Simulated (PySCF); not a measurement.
**Molecular orbitals of BaLi**

PBE0 at R = 3.702 Å; basis Ba x2c-TZVPall, Li x2c-TZVPall; spin-free X2C with a Gaussian nucleus; PySCF 2.14. State: ⁴Π (quartet), unpaired electrons σ ↑↑, π ↑, a second solution, started from another occupation. Only the outer orbitals are listed, counted within each symmetry.

```json
{"spin": "α", "orbital": "10σ", "occ.": "1", "ε (eV)": "-55.58", "on Ba (%)": "0", "main shells (%)": "100 Li s"}
{"spin": "α", "orbital": "11σ", "occ.": "1", "ε (eV)": "-35.53", "on Ba (%)": "100", "main shells (%)": "100 Ba s"}
{"spin": "α", "orbital": "6π", "occ.": "1", "ε (eV)": "-19.76", "on Ba (%)": "100", "main shells (%)": "100 Ba p"}
{"spin": "α", "orbital": "12σ", "occ.": "1", "ε (eV)": "-19.72", "on Ba (%)": "100", "main shells (%)": "100 Ba p"}
{"spin": "α", "orbital": "6π", "occ.": "1", "ε (eV)": "-19.71", "on Ba (%)": "100", "main shells (%)": "100 Ba p"}
{"spin": "α", "orbital": "13σ", "occ.": "1", "ε (eV)": "-4.63", "on Ba (%)": "43", "main shells (%)": "52 Li s, 37 Ba s"}
{"spin": "α", "orbital": "14σ", "occ.": "1", "ε (eV)": "-3.06", "on Ba (%)": "74", "main shells (%)": "52 Ba s, 25 Li s, 16 Ba p"}
{"spin": "α", "orbital": "7π", "occ.": "1", "ε (eV)": "-2.80", "on Ba (%)": "78", "main shells (%)": "72 Ba d, 22 Li p"}
{"spin": "α", "orbital": "7π", "occ.": "0", "ε (eV)": "-1.38", "on Ba (%)": "68", "main shells (%)": "54 Ba d, 32 Li p, 15 Ba p"}
{"spin": "α", "orbital": "15σ", "occ.": "0", "ε (eV)": "-1.20", "on Ba (%)": "61", "main shells (%)": "60 Ba d, 22 Li p, 17 Li s"}
{"spin": "α", "orbital": "8π", "occ.": "0", "ε (eV)": "-1.05", "on Ba (%)": "88", "main shells (%)": "70 Ba p, 18 Ba d, 12 Li p"}
{"spin": "β", "orbital": "10σ", "occ.": "1", "ε (eV)": "-55.31", "on Ba (%)": "0", "main shells (%)": "100 Li s"}
{"spin": "β", "orbital": "11σ", "occ.": "1", "ε (eV)": "-35.27", "on Ba (%)": "100", "main shells (%)": "100 Ba s"}
{"spin": "β", "orbital": "6π", "occ.": "1", "ε (eV)": "-19.59", "on Ba (%)": "100", "main shells (%)": "100 Ba p"}
{"spin": "β", "orbital": "6π", "occ.": "1", "ε (eV)": "-19.28", "on Ba (%)": "100", "main shells (%)": "100 Ba p"}
{"spin": "β", "orbital": "12σ", "occ.": "1", "ε (eV)": "-19.22", "on Ba (%)": "100", "main shells (%)": "100 Ba p"}
{"spin": "β", "orbital": "13σ", "occ.": "0", "ε (eV)": "-1.83", "on Ba (%)": "80", "main shells (%)": "77 Ba s, 16 Li s"}
{"spin": "β", "orbital": "14σ", "occ.": "0", "ε (eV)": "-0.71", "on Ba (%)": "79", "main shells (%)": "55 Ba d, 20 Li s, 13 Ba s"}
{"spin": "β", "orbital": "7π", "occ.": "0", "ε (eV)": "-0.39", "on Ba (%)": "96", "main shells (%)": "96 Ba d"}
```

Task: Which are the highest filled and the lowest empty level, where do they sit, and how wide is the gap?

Result: Highest filled α 7π at -2.80 eV (in %: 72 Ba d, 22 Li p); lowest empty β 13σ at -1.83 eV (in %: 77 Ba s, 16 Li s); the gap at PBE0 is 0.97 eV.

The bond order (Mayer) is 0.75, the ⟨S²⟩ is 3.751 and the charge on Ba (Mulliken, basis-dependent) is 0.05. The charge on Ba (Löwdin, basis-dependent) is -0.11 and the dipole moment (positive dipole means Ba(−)Li(+)) is -0.34 D.

Spin–orbit coupling is left out.
